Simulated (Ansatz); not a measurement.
A nudged elastic band was laid between two geometries of C₂H₇GeI (11 atoms, charge 0, multiplicity 1).

The calculation used Ansatz, RKS r2SCAN-D4/def2-SVP.

```json
{
 "movable images": "5",
 "climbing image": "yes",
 "spring": "5.0 eV/Å²",
 "optimiser": "quadratic models (default)",
 "start path": "IDPP",
 "force threshold": "0.05 eV/Å",
 "iteration limit": "60",
 "end points": "relaxed"
}
```

First end point:

```xyz
11
Properties=species:S:1:pos:R:3
C -0.531 1.310 0.327
C -0.267 -0.137 0.732
Ge 0.819 -1.140 -0.548
I -0.412 -1.220 -2.767
H -1.070 1.365 -0.632
H -1.143 1.828 1.083
H 0.406 1.879 0.214
H 0.272 -0.194 1.695
H -1.209 -0.695 0.866
H 2.166 -0.453 -0.827
H 1.034 -2.601 -0.122
```

Last end point:

```xyz
11
Properties=species:S:1:pos:R:3
C -0.019 1.345 0.715
C -0.609 -0.019 0.358
Ge 0.546 -1.030 -0.856
I -0.525 -3.283 -1.312
H 0.129 1.975 -0.177
H -0.687 1.898 1.396
H 0.956 1.251 1.220
H -0.764 -0.639 1.257
H -1.592 0.081 -0.131
H 0.706 -0.328 -2.215
H 1.926 -1.307 -0.237
```

Task: What changes between the two ends?

Result: No bond is made or broken. The dihedral H9–C2–Ge3–I4 goes from 63 to -59°.

Task: Give the energies along the band, and the barrier.

Result: The run converged. The highest image is number 3 of 0 to 6, 1.7 kcal/mol above the first end and 1.2 kcal/mol above the last; the last end lies 0.5 kcal/mol above the first. A vibrational analysis at the climbing image gives one clearly imaginary mode, 58i cm⁻¹: a first-order saddle point.

| image | path coordinate (Å) | energy (kcal/mol) | dihedral H9–C2–Ge3–I4 (°) |
| --- | --- | --- | --- |
| 0 | 0.00 | 0.0 | 63 |
| 1 | 0.80 | 0.5 | 43 |
| 2 | 1.59 | 1.3 | 22 |
| 3 | 2.39 | 1.7 | 2 |
| 4 | 3.18 | 1.4 | -19 |
| 5 | 3.97 | 0.8 | -39 |
| 6 | 4.75 | 0.5 | -59 |

Task: What is the geometry of the highest image?

Result: 
```xyz
11
Properties=species:S:1:pos:R:3
C -0.248 1.398 0.531
C -0.455 -0.115 0.558
Ge 0.702 -1.100 -0.689
I -0.737 -2.446 -2.292
H -0.476 1.823 -0.460
H -0.907 1.896 1.262
H 0.788 1.679 0.781
H -0.256 -0.526 1.562
H -1.496 -0.378 0.313
H 1.550 -0.166 -1.567
H 1.601 -2.123 0.023
```

Task: What are the harmonic wavenumbers there?

Result: 58i, 117, 213, 235, 264, 451, 572, 633, 690, 752, 869, 975, 979, 1052, 1236, 1249, 1390, 1435, 1470, 1475, 2140, 2152, 3029, 3052, 3111, 3119, 3133 cm⁻¹.

The run took 60 s on 2 threads of Intel(R) Xeon(R) 6975P-C (Granite Rapids), on a shared host, peak memory 0.22 GiB.
